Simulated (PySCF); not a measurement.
**Dipole response of Mg⁺ (magnesium, charge +1)**

[Ne] 3s1, 2S determinant. All numbers are calculated (PySCF 2.14, the non-relativistic Hamiltonian (point nucleus), in an uncontracted even-tempered set (20 s from 0.01 bohr⁻², ratio 2.5; 14 p from 0.013 bohr⁻², ratio 2.5; 6 d from 0.16 bohr⁻², ratio 2.7; 6 f from 0.24 bohr⁻², ratio 2.7)). Coupled (time-dependent) response in atomic units; α is the mean over directions.

```json
{"method": "UHF", "mean α (bohr³)": "38.85", "C₆ (like pair)": "179.9", "S(−4)": "1603"}
{"method": "PBE0", "mean α (bohr³)": "35.19", "C₆ (like pair)": "155.1", "S(−4)": "1326"}
```

S(−4) is the Cauchy moment in α(ω) = α(0) + S(−4) ω² + …

α(iu) at PBE0:

| u (hartree) | α(iu) (bohr³) |
| --- | --- |
| 0 | 35.19 |
| 0.0500 | 32.17 |
| 0.100 | 25.61 |
| 0.200 | 14.25 |
| 0.300 | 8.362 |
| 0.500 | 3.830 |
| 0.750 | 2.057 |
| 1.00 | 1.367 |
| 1.50 | 0.8185 |
| 2.00 | 0.5877 |
| 3.00 | 0.3703 |
| 5.00 | 0.1950 |

For an ion, C₆ is the dispersion term alone; charge-induced terms of lower order in 1/R come first.
